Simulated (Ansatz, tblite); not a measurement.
Two members of one family (Series [CuX4]-), computed with Ansatz in the gas phase. The two geometries come from different levels. Singlets are spin-restricted. Names give formal oxidation states. A dash marks a value that wasn't run or was left out as unsound. The structures are stationary points that may keep the symmetry of their start. Remarks come from the PBE and PBE0 runs and from stability tests at other levels; not every state was tested. A HOMO above zero means that the electron is unbound at that level and held by the basis, or that self-interaction error raises the level; the energy of removing that electron tells which. HOMO above LUMO (over both spins in singlets and doublets, within one spin in higher multiplets; at PBE or PBE0), or a gap under 0.15 eV within one spin, warns that the state may not be the lowest or that an electron is smeared out.

First: [CuF4]- (singlet, charge -1, r2SCAN-D4/def2-SVPD geometry).

```xyz
5

Cu    0.000    0.000    0.000
F    -1.119    0.058    1.373
F     0.863   -1.349    0.760
F     1.119   -0.058   -1.373
F    -0.863    1.349   -0.760
```

| level | HOMO (eV) | vertical IE (eV) |
| --- | --- | --- |
| PBE-D4/def2-TZVPD | -2.62 | 6.13 |
| r2SCAN-D4/def2-TZVPD | -3.09 | 6.48 |
| r2SCANh-D4/def2-TZVPD | -3.91 | – |
| PBE0-D4/def2-SVPD | -4.85 | – |
| PBE0-D4/def2-TZVPD | -4.75 | 7.11 |

Metal–donor distances: 4 × F 1.77 Å. The relaxed triplet lies at 0.59 eV (r2SCANh-D4/def2-TZVPD) to 0.81 eV (PBE-D4/def2-TZVPD) from the singlet. Remarks: gap within one spin near zero at PBE or PBE0 (neutral doublet).

Second: [Cu(OH)4]- (singlet, charge -1, PBE0-D4/def2-SVPD geometry).

| atom | x (Å) | y (Å) | z (Å) |
| --- | --- | --- | --- |
| Cu1 | 0.000 | 0.000 | 0.000 |
| O2 | 0.921 | 1.553 | 0.288 |
| H3 | 0.278 | 2.200 | -0.018 |
| O4 | 1.415 | -0.960 | 0.647 |
| H5 | 2.029 | -0.249 | 0.860 |
| O6 | -0.921 | -1.553 | -0.288 |
| H7 | -0.278 | -2.200 | 0.018 |
| O8 | -1.415 | 0.960 | -0.647 |
| H9 | -2.029 | 0.249 | -0.860 |

Q: Estimate the same table for the second.

A: 
```tsv
level	HOMO (eV)	vertical IE (eV)
PBE-D4/def2-TZVPD	-0.88	–
r2SCAN-D4/def2-TZVPD	-1.21	4.19
r2SCANh-D4/def2-TZVPD	-1.98	–
PBE0-D4/def2-SVPD	-2.93	–
PBE0-D4/def2-TZVPD	-2.84	4.83
```

Metal–donor distances: 4 × O 1.83 Å. The relaxed triplet lies at 1.27 eV (PBE-D4/def2-TZVPD) to 1.58 eV (ωB97M-V/def2-TZVPD) from the singlet. Remarks: HOMO above zero (triplet), gap within one spin near zero at PBE or PBE0 (triplet), gap within one spin near zero at PBE or PBE0 (neutral doublet), HOMO above LUMO (neutral doublet).
